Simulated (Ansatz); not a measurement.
Si₅Se₅. Total charge 0; singlet. Geometry PBE-D4/def2-SVP.

```xyz
10

Si    0.167    1.049   -2.152
Si    1.860    1.863   -0.134
Si    1.838    0.212    1.647
Si   -2.140    1.064    0.553
Si   -0.343   -1.671    0.134
Se   -0.608   -0.192    2.032
Se    1.725   -0.652   -0.684
Se   -0.405    2.617   -0.324
Se   -1.764   -0.520   -1.365
Se   -0.329   -3.770    0.292
```

Another isomer (singlet) lies 0.05 eV lower at PBE-D4/def2-SVP; other spin states weren't run for this one.

(1) Estimate the orbital energies around the gap (eV) in Ansatz with HF/STO-3G, PBE-D4/def2-SVP, PBE-D4/def2-TZVP, r2SCAN-D4/def2-TZVP, PBE0-D4/def2-TZVP.

## Answers

(1) 
| orbital | HF/STO-3G | PBE-D4/def2-SVP | PBE-D4/def2-TZVP | r2SCAN-D4/def2-TZVP | PBE0-D4/def2-TZVP |
| --- | --- | --- | --- | --- | --- |
| HOMO−5 | -7.20 | -6.91 | -6.84 | -7.14 | -7.86 |
| HOMO−4 | -7.11 | -6.74 | -6.66 | -6.93 | -7.62 |
| HOMO−3 | -6.61 | -6.14 | -6.09 | -6.32 | -7.03 |
| HOMO−2 | -5.30 | -5.84 | -5.83 | -6.06 | -6.74 |
| HOMO−1 | -4.91 | -5.62 | -5.63 | -5.87 | -6.56 |
| HOMO | -4.79 | -5.30 | -5.26 | -5.47 | -6.10 |
| LUMO | 3.93 | -3.63 | -3.60 | -3.59 | -3.00 |
| LUMO+1 | 4.10 | -3.41 | -3.37 | -3.38 | -2.78 |
| LUMO+2 | 4.76 | -2.99 | -3.02 | -2.96 | -2.40 |
| LUMO+3 | 5.67 | -2.92 | -2.93 | -2.86 | -2.27 |
| LUMO+4 | 6.34 | -2.74 | -2.71 | -2.64 | -2.04 |
| LUMO+5 | 6.81 | -2.34 | -2.40 | -2.29 | -1.71 |
